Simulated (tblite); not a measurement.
C5H11N2PSi.
Numbering: `[N:1]#[C:2][C@@H:3]1[CH2:4][CH2:5][C@@H:6]1[NH:7][SiH2:8][PH2:9]` (hydrogens: H10 on C3; H11, H12 on C4; H13, H14 on C5; H15 on C6; H16 on N7; H17, H18 on Si8; H19, H20 on P9)

Computed with GFN2-xTB (tblite), gas phase: L-BFGS steps from a force-field or distance-geometry start until the largest atomic force falls under 0.01 eV/Å.

The end geometry, which sets the zero of energy:
```
atom  x, y, z in Å
N1     -1.8289   -2.7529    0.7533
C2     -1.6869   -1.6173    0.7621
C3     -1.5029   -0.1971    0.7277
C4     -2.4491    0.5040   -0.2740
C5     -1.2959    0.6156   -1.2804
C6     -0.2966    0.2379   -0.1653
N7      0.7045   -0.7363   -0.4360
Si8     2.3996   -0.4866   -0.5542
P9      2.7761    1.4993    0.4150
H10    -1.4994    0.1896    1.7484
H11    -2.7889    1.4688    0.0950
H12    -3.3084   -0.0838   -0.5914
H13    -1.1464    1.5876   -1.7432
H14    -1.3397   -0.1483   -2.0551
H15     0.1929    1.1211    0.2555
H16     0.3221   -1.6027   -0.7847
H17     2.8841   -0.3651   -1.9377
H18     3.0407   -1.6251    0.1097
H19     2.6683    1.0383    1.7141
H20     4.1498    1.3634    0.4188
```

Question: These geometries come from the run, each turned onto the end geometry. Order them by energy, lowest first.
A.
```
atom  x, y, z in Å
N1     -1.9100   -2.7582    0.6617
C2     -1.7215   -1.6307    0.7171
C3     -1.4921   -0.2168    0.7292
C4     -2.4328    0.5305   -0.2448
C5     -1.2988    0.5991   -1.2764
C6     -0.2902    0.2166   -0.1715
N7      0.7156   -0.7490   -0.4541
Si8     2.4130   -0.4939   -0.5304
P9      2.7341    1.5200    0.3981
H10    -1.4593    0.1381    1.7607
H11    -2.7202    1.5056    0.1400
H12    -3.3239   -0.0158   -0.5450
H13    -1.1369    1.5552   -1.7680
H14    -1.3808   -0.1850   -2.0282
H15     0.1952    1.1015    0.2532
H16     0.3377   -1.6125   -0.8162
H17     2.9310   -0.4048   -1.9048
H18     3.0472   -1.6111    0.1748
H19     2.6749    1.0823    1.7104
H20     4.1129    1.4392    0.3719
```
B.
```
atom  x, y, z in Å
N1     -1.6111   -2.6045    1.1909
C2     -1.5859   -1.4767    0.9934
C3     -1.5482   -0.0760    0.6986
C4     -2.5264    0.3487   -0.4239
C5     -1.3420    0.6658   -1.3479
C6     -0.3484    0.3466   -0.2078
N7      0.6338   -0.6570   -0.4461
Si8     2.3394   -0.4814   -0.4954
P9      2.8205    1.1911    0.9234
H10    -1.6121    0.4869    1.6309
H11    -3.1320    1.2145   -0.1630
H12    -3.1806   -0.4509   -0.7691
H13    -1.3073    1.6882   -1.7128
H14    -1.2419   -0.0093   -2.1951
H15     0.1507    1.2362    0.1829
H16     0.2302   -1.5136   -0.7983
H17     2.8673   -0.1088   -1.8209
H18     2.8782   -1.7868   -0.1033
H19     3.5508    0.4086    1.8005
H20     3.9598    1.5888    0.2404
```
C.
```
atom  x, y, z in Å
N1     -1.8602   -2.7576    0.6871
C2     -1.7204   -1.6223    0.7237
C3     -1.5238   -0.2042    0.7152
C4     -2.4668    0.5202   -0.2729
C5     -1.3292    0.5895   -1.2988
C6     -0.3216    0.2336   -0.1848
N7      0.6982   -0.7212   -0.4522
Si8     2.3983   -0.4766   -0.4950
P9      2.7645    1.4813    0.5420
H10    -1.5071    0.1643    1.7429
H11    -2.7626    1.4987    0.0977
H12    -3.3497   -0.0374   -0.5752
H13    -1.1821    1.5415   -1.8009
H14    -1.3958   -0.2023   -2.0422
H15     0.1477    1.1273    0.2326
H16     0.3313   -1.5941   -0.8006
H17     2.9295   -0.3628   -1.8624
H18     3.0281   -1.6087    0.1932
H19     3.0053    0.9261    1.7864
H20     4.1112    1.5151    0.2418
```
D.
```
atom  x, y, z in Å
N1     -1.4641   -2.3201    1.7344
C2     -1.4955   -1.2688    1.2848
C3     -1.5441    0.0300    0.6856
C4     -2.4899    0.1671   -0.5291
C5     -1.3374    0.7392   -1.3660
C6     -0.3371    0.4103   -0.2346
N7      0.5861   -0.6417   -0.5030
Si8     2.2956   -0.5014   -0.5526
P9      2.7875    0.8501    1.1704
H10    -1.7206    0.7752    1.4637
H11    -3.3398    0.8264   -0.3736
H12    -2.8549   -0.7930   -0.8908
H13    -1.4284    1.8043   -1.5654
H14    -1.1386    0.2257   -2.3038
H15     0.2276    1.2682    0.1374
H16     0.1473   -1.4457   -0.9233
H17     2.8024    0.0857   -1.8071
H18     2.8121   -1.8615   -0.4183
H19     3.7779    0.0384    1.6875
H20     3.7088    1.6221    0.4815
```
E.
```
atom  x, y, z in Å
N1     -2.0307   -2.5555    1.2201
C2     -1.8875   -1.4372    1.0156
C3     -1.7481   -0.0493    0.6912
C4     -2.5411    0.3351   -0.5842
C5     -1.2364    0.3497   -1.3892
C6     -0.4329    0.3042   -0.0693
N7      0.6832   -0.5769    0.0313
Si8     2.2683   -0.1172   -0.4834
P9      3.4444    0.5965    1.3022
H10    -1.9457    0.5393    1.5917
H11    -3.0005    1.3161   -0.4920
H12    -3.2943   -0.3845   -0.9022
H13    -1.0669    1.2236   -2.0104
H14    -1.1109   -0.5482   -1.9901
H15    -0.0973    1.3015    0.2191
H16     0.4176   -1.5439   -0.0824
H17     2.1816    0.9464   -1.5060
H18     2.8559   -1.3183   -1.0865
H19     4.5916   -0.1119    0.9946
H20     3.9448    1.7408    0.7076
```

Answer: A (0.003 eV), C (0.009 eV), B (0.038 eV), D (0.069 eV), E (0.167 eV).

In the order of the answer:

```tsv
step	E above end (eV)	largest force (eV/Å)	rms force component (eV/Å)	rms distance from end (Å)	rms bond change (Å)	bond most changed (Å)
164	0.003	0.06	0.016	0.060	0.001	P9–H19 +0.002
142	0.009	0.04	0.016	0.114	0.001	Si8–P9 +0.004
121	0.038	0.12	0.035	0.385	0.002	P9–H20 +0.006
101	0.069	0.05	0.016	0.666	0.002	P9–H20 +0.005
42	0.167	0.22	0.055	0.866	0.004	Si8–P9 +0.012
```

What follows is the cost of the whole relaxation. On Arm Neoverse N1, one thread, shared host with 64 logical CPUs at a one-minute load of 54, this took 3.1 s.
